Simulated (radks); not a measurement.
Values are calculated unless marked as measured or tabulated.
Neutral rhodium inside a hard spherical wall (all orbitals vanish at R), configuration held at [Kr] 4d8 5s1 and not refilled when levels cross. Code: a radial shooting solver on a logarithmic mesh with Libxc functionals. Model: scalar-relativistic Kohn-Sham, PBE, spin-unpolarised, spherical densities, finite nucleus; Fermi nuclear charge, rms radius 4.4945 fm. Eigenvalues in eV, with the zero of energy where the potential of the charges vanishes at infinity; a dash marks a level that is unbound or too diffuse for the functional's potential to be trusted. A positive occupied level is held by the wall or, in an anion where self-interaction has pushed it up, behind a barrier. The pressure on the wall is -dE/dV.

R (bohr)  E (hartree)  kinetic (hartree)    e(4s)    e(4p)   e(4d)   e(5s)  e(5p, empty)  e(6s, empty)  pressure (GPa)
free      -4784.03087           4954.422  -82.491  -50.421  -5.940  -4.300        -0.851             -               0
20        -4784.03087           4954.422  -82.491  -50.421  -5.940  -4.300        -0.850             -        < 0.0001
12        -4784.03082           4954.423  -82.487  -50.416  -5.936  -4.295        -0.780         1.003        0.000751
8         -4784.02756           4954.448  -82.311  -50.241  -5.768  -4.106        -0.139         4.709           0.131
7         -4784.02102           4954.488  -82.075  -50.006  -5.548  -3.830         0.479         7.545           0.517
6         -4784.00074           4954.598  -81.530  -49.466  -5.048  -3.149         1.743        12.721            2.24
5         -4783.93269           4954.925  -80.207  -48.173  -3.853  -1.367         4.584        23.053            11.3
3.5       -4783.29202           4957.552  -73.276  -41.521   2.626  10.150        20.239        70.184             212
3         -4782.39873           4960.988  -67.248  -35.758   8.792  22.854        36.135        111.78             713
2.5       -4780.00309           4970.029  -56.143  -24.847  21.354  51.397        69.822        191.79            2940
2         -4772.29573           4997.772  -32.315    0.072  51.192  124.55        150.69        366.02           16100
